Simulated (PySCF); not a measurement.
Several molecules and their computed UV-vis stick spectra, shuffled. Level of theory: TDDFT B3LYP/def2-SVPD, vertical, gas phase, core orbitals frozen in the response in PySCF. Geometries: GFN2-xTB; one conformer of each isolated species. Triplets are in the Tamm–Dancoff approximation.

A. `Cc1nnc(Cl)n1C`
B. `CC/C=C(F)\C(Cl)=C/F`
C. `C#CC1=CC=C(C(=O)F)S1`

Lowest singlet levels (six at most, fewer where fewer were computed) with oscillator strengths:

1. 218 nm (f 0.000); 204 nm (f 0.002); 198 nm (f 0.004); 194 nm (f 0.002); 192 nm (f 0.232); 191 nm (f 0.013); T1 4.79 eV
2. 299 nm (f 0.406); 265 nm (f 0.000); 265 nm (f 0.043); 254 nm (f 0.000); 224 nm (f 0.000); 212 nm (f 0.031); T1 2.69 eV
3. 240 nm (f 0.201); 228 nm (f 0.003); 207 nm (f 0.108); 191 nm (f 0.046); 190 nm (f 0.002); 188 nm (f 0.032); T1 3.39 eV

Task: Match each spectrum to its molecule.

Result: 1 = A, 2 = C, 3 = B.
- A: S1 at 5.68 eV, HOMO-1→LUMO+1 (67%), HOMO-1→LUMO (32%); Löwdin shares by element: HOMO carbon 36% or more, nitrogen 18% or more, chlorine 18% (atoms not listed hold the other 28%); LUMO carbon 27% or more, hydrogen 11% or more, chlorine 10% (atoms not listed hold the other 52%); HOMO -7.01 and LUMO -0.12 eV.
- B: S1 at 5.16 eV, HOMO→LUMO (94%); Löwdin shares by element: HOMO carbon 67% or more (atoms not listed hold the other 33%); LUMO carbon 72% or more (atoms not listed hold the other 28%); HOMO -6.96 and LUMO -1.47 eV.
- C: S1 at 4.15 eV, HOMO→LUMO (96%); Löwdin shares by element: HOMO carbon 67% or more (atoms not listed hold the other 33%); LUMO carbon 37% or more, sulfur 15% (atoms not listed hold the other 47%); HOMO -7.20 and LUMO -2.88 eV; point group Cs, 3 of its 6 listed states under f = 0.0005.
